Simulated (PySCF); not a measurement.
C2H6FNSi (triplet state).
Geometry (PBE0-D3(BJ)/def2-SVP, Å), atoms numbered from 1 in this order:
```
atom  x, y, z in Å
C1    -1.2711    0.2665    0.1506
N2     0.1535    0.2348   -0.1039
C3     0.7130   -1.0999   -0.0924
Si4    1.0073    1.5980   -0.7629
F5     1.7865    2.5772    0.3064
H6    -1.6461    1.2977    0.1096
H7    -1.4837   -0.1386    1.1574
H8    -1.8392   -0.3406   -0.5791
H9     1.7906   -1.0677   -0.3009
H10    0.2328   -1.7604   -0.8388
H11    0.5674   -1.5617    0.9019
```

The hyperfine couplings belong to this conformer and change with its torsions.

As a line formula: `CN(C)[Si]F` [triplet].

Computed with PySCF 2.14.0, UKS B3LYP, IGLO-III on C F N Si, pcH-1 on H, non-relativistic, mean-field spin-orbit, GIAO. The structure is a single PBE0-D3(BJ)/def2-SVP conformer in the gas phase; no vibrational or solvent corrections. This triplet need not be the ground state; the singlet was not compared here. Stability of the SCF solution: not tested.

Mulliken spin populations: C1 -0.013, N2 +0.184, C3 -0.013, Si4 +1.721, F5 +0.042, H6 +0.005, H7 +0.025, H8 +0.010, H9 +0.005, H10 +0.010, H11 +0.025.

(1) What dipolar couplings does the calculation give for H6, H7, H8, H9, H10, H11?

(2) Estimate them with point dipoles: put each population ρk at its nucleus, leave out the nucleus itself and the atom bound to it, and sum T = Σ [ρk/(2S)]·C·(3 n nᵀ − 1)/r³ with C = μ0 gₑ μB g_N μN/(4π h) = 79.06 MHz Å³.

(3) If all the spin sat on Si4, T∥ = 2C/r³. What distance does the computed T3 of H10 then imply?

## Answers

(1) 
```
atom          position  distance from Si4 (Å)  T1 (MHz)     T2    T3
  H6  3 bonds from Si4                   2.81     -4.45  -0.40  4.86
  H7  3 bonds from Si4                   3.59     -2.10  -1.15  3.25
  H8  3 bonds from Si4                   3.45     -2.30  -1.72  4.02
  H9  3 bonds from Si4                   2.82     -4.43  -0.42  4.85
 H10  3 bonds from Si4                   3.45     -2.29  -1.72  4.01
 H11  3 bonds from Si4                   3.60     -2.10  -1.15  3.24
```

(2) 
| atom | T1 (MHz) | T2 | T3 | T3, computed | difference in T3 (%) |
| --- | --- | --- | --- | --- | --- |
| H6 | -3.98 | -2.76 | 6.74 | 4.86 | +39 |
| H7 | -2.21 | -2.09 | 4.30 | 3.25 | +32 |
| H8 | -2.42 | -2.00 | 4.43 | 4.02 | +10 |
| H9 | -3.96 | -2.74 | 6.70 | 4.85 | +38 |
| H10 | -2.43 | -2.00 | 4.43 | 4.01 | +10 |
| H11 | -2.20 | -2.08 | 4.29 | 3.24 | +32 |

(3) r = (2 × 79.06/4.01)^(1/3) = 3.40 Å, against 3.45 Å in the structure.
